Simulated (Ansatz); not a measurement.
The cluster Te₂Pd. The state is a singlet with charge 0. Geometry r2SCAN-D4/def2-TZVP; atoms count from 1.

```xyz
3

Pd   -1.8944   -0.5976    0.5416
Te    2.0189   -0.3514   -0.6141
Te   -0.1246    0.9490    0.0725
```

In the def2 sets Pd, Te take a core potential; there is no spin–orbit coupling. The restricted singlet is unstable towards broken spin symmetry in Hartree–Fock (as tested in another run); at PBE0-D4/def2-TZVP this wasn't settled. No other spin state of charge 0 was run. The geometry of the singlet was relaxed on an unsound state (an occupied level 0.02 eV above an empty one). Another isomer (triplet) lies 1.10 eV lower at PBE0-D4/def2-TZVP; other spin states weren't run for this one.

Question: Estimate the Mulliken populations from the PBE0/def2-TZVP orbitals of Ansatz.

Answer: 
| atom | charge (e) | d electrons |
| --- | --- | --- |
| Pd1 | 0.05 | 9.40 |
| Te2 | -0.11 | – |
| Te3 | 0.06 | – |
Mulliken values and Mayer orders depend strongly on the basis.

Question: And the Mayer bond orders between bonded heavy atoms (over 0.3)?

Answer: Pd1–Te3 1.24 (2.40 Å); Te2–Te3 1.79 (2.60 Å). Values over 0.3 also appear between atoms too far apart for a bond (Pd1–Te2 0.31 at 4.09 Å); they arise where an orbital or an unpaired electron spreads over both atoms.
